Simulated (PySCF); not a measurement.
CH₃AlF₂, SMILES [F][Al]([CH3])[F]. Atoms are numbered in the order given.

```xyz
7

Al     0.0485     0.0428    -0.0001
C     -1.4810    -1.1462    -0.0465
H     -1.2541    -2.0447    -0.6570
H     -2.3778    -0.6532    -0.4702
H     -1.7264    -1.5029     0.9753
F     -0.0146     1.6179    -0.5619
F      1.5273    -0.4488     0.6099
```

The structure is a stationary point at PBE-D3(BJ)/def2-SVP. The isomer is the one that the SMILES or the coordinates give; other isomers of the formula were not compared.

Computed with PBE-D3(BJ)/def2-SVP (PySCF 2.14.0).

Frequencies are harmonic and unscaled.

A small imaginary wavenumber (i) marks a very flat motion, where grid noise or a shallow saddle decides the sign.

Task: List the normal modes with their intensities. (The exact figures need the calculation; the answer reports its results.)

Result: 
```
mode  ν (cm⁻¹)  IR (km/mol)  moving atoms (share of kinetic energy)
----  --------  -----------  --------------------------------------
1          25i          0.0                                  H 96 %
2          177          3.6         F 40 %, H 23 %, C 22 %, Al 14 %
3          229         39.2                 Al 58 %, F 22 %, H 16 %
4          245         35.4                  F 73 %, Al 15 %, C 9 %
5          582          1.8                  C 46 %, F 35 %, H 14 %
6          651         75.6                          H 74 %, C 18 %
7          679         25.3                          H 73 %, C 20 %
8          824        116.0                         Al 46 %, F 44 %
9          920        135.8                         Al 52 %, F 45 %
10        1169         19.5                          H 79 %, C 21 %
11        1375          2.1                                  H 96 %
12        1379          1.6                                  H 95 %
13        2978          0.3                                  H 97 %
14        3072          0.5                           H 91 %, C 9 %
15        3093          1.0                           H 91 %, C 9 %
```
